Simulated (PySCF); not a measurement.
Geometry:
```json
{"atom": "O1", "x (Å)": "2.863", "y (Å)": "0.480", "z (Å)": "-0.860"}
{"atom": "C2", "x (Å)": "1.981", "y (Å)": "-0.351", "z (Å)": "-0.859"}
{"atom": "N3", "x (Å)": "0.785", "y (Å)": "-0.163", "z (Å)": "-0.251"}
{"atom": "C4", "x (Å)": "-0.277", "y (Å)": "-1.154", "z (Å)": "-0.165"}
{"atom": "C5", "x (Å)": "-1.568", "y (Å)": "-0.369", "z (Å)": "0.070"}
{"atom": "N6", "x (Å)": "-1.211", "y (Å)": "0.735", "z (Å)": "0.946"}
{"atom": "Si7", "x (Å)": "0.378", "y (Å)": "1.348", "z (Å)": "0.591"}
{"atom": "H8", "x (Å)": "2.084", "y (Å)": "-1.340", "z (Å)": "-1.372"}
{"atom": "H9", "x (Å)": "-0.098", "y (Å)": "-1.842", "z (Å)": "0.681"}
{"atom": "H10", "x (Å)": "-0.335", "y (Å)": "-1.754", "z (Å)": "-1.087"}
{"atom": "H11", "x (Å)": "-2.325", "y (Å)": "-1.022", "z (Å)": "0.535"}
{"atom": "H12", "x (Å)": "-1.979", "y (Å)": "-0.034", "z (Å)": "-0.905"}
{"atom": "H13", "x (Å)": "-1.982", "y (Å)": "1.301", "z (Å)": "1.275"}
{"atom": "H14", "x (Å)": "1.184", "y (Å)": "1.625", "z (Å)": "1.812"}
{"atom": "H15", "x (Å)": "0.464", "y (Å)": "2.519", "z (Å)": "-0.330"}
```

Geometry: PBE0-D3(BJ)/def2-SVP; GIAO absolute shieldings from PySCF 2.14.0 with density-fitted response routines, gas phase, non-relativistic, averaged over equivalent atoms.

At PBE0/pcSseg-1 (166 basis functions, 21 s wall time on 1 thread of an Arm Neoverse V1, shared host):
| atoms | σ (ppm) |
| --- | --- |
| O1 | -123.1 |
| C2 | 17.4 |
| C5 | 137.3 |
| C4 | 139.9 |
| N3 | 131.5 |
| N6 | 245.3 |
| Si7 | 376.8 |
| H8 | 22.97 |
| H14/H15 | 25.98 |
| H9/H10 | 27.96 |
| H11/H12 | 28.04 |
| H13 | 31.34 |

Predict the values at KT2/pcSseg-1 on the same geometry.

Results:


| atoms | σ at KT2/pcSseg-1 | change |
| --- | --- | --- |
| O1 | -99.0 | +24.1 |
| C2 | 29.0 | +11.6 |
| C5 | 133.7 | -3.6 |
| C4 | 138.5 | -1.4 |
| N3 | 128.2 | -3.3 |
| N6 | 239.8 | -5.5 |
| Si7 | 388.3 | +11.5 |
| H8 | 22.88 | -0.09 |
| H14/H15 | 25.67 | -0.31 |
| H9/H10 | 27.79 | -0.17 |
| H11/H12 | 27.78 | -0.26 |
| H13 | 31.20 | -0.14 |

The largest change is at O1 (amide-type carbonyl oxygen). Cost: 166 basis functions, 29 s wall time on 1 thread of an Arm Neoverse V1, shared host. The order of the carbon signals is the same at both levels.
